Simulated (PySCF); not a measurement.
An unknown gives this computed stick spectrum. Method used: TDDFT wB97X-D/def2-SVPD, vertical, gas phase, core orbitals frozen in the response (PySCF). Geometries: GFN2-xTB, one conformer each.

```
state  E (eV)  λ (nm)       f
   S1    5.25   236.0   0.012
   S2    6.47   191.5   0.014
   S3    6.51   190.5   0.047
   S4    6.97   177.8   0.173
   S5    7.08   175.2  0.0025
   S6    7.14   173.6   0.296
   S7    7.20   172.2   0.291
   S8    7.57   163.8  0.0029
```

Triplets computed (Tamm–Dancoff): 4.49, 4.70, 5.60 eV.

Question: Which structure fits? All have the formula C6H11P.
A. `CC1=C(C)CPC1`
B. `C=CP1CC(C)C1`
C. `C=CCP(C)C=C`

Answer: B. Its S1, at 5.25 eV, is the lowest among the candidates; the nearest of the others has S1 at 5.62 eV. S1 is HOMO→LUMO (96%). Löwdin shares by element: HOMO phosphorus 55%, carbon 29% or more (atoms not listed hold the other 16%); LUMO carbon 64% or more, phosphorus 11% (atoms not listed hold the other 24%). At the same level the other candidates give, for their lowest levels:
- `C=CCP(C)C=C`: 5.62 eV (f 0.159); 6.33 eV (f 0.063); 6.40 eV (f 0.110); 6.76 eV (f 0.122); 7.03 eV (f 0.040); T1 4.16 eV; HOMO -8.22, LUMO 1.48 eV
- `CC1=C(C)CPC1`: 6.18 eV (f 0.004); 6.26 eV (f 0.016); 6.71 eV (f 0.025); 6.86 eV (f 0.119); 7.08 eV (f 0.175); T1 4.39 eV; HOMO -8.30, LUMO 2.12 eV

Conformer computed: `[CH2:1]=[CH:2][P:3]1[CH2:4][CH:5]([CH3:6])[CH2:7]1`: C1–C2–P3–C4 142°.
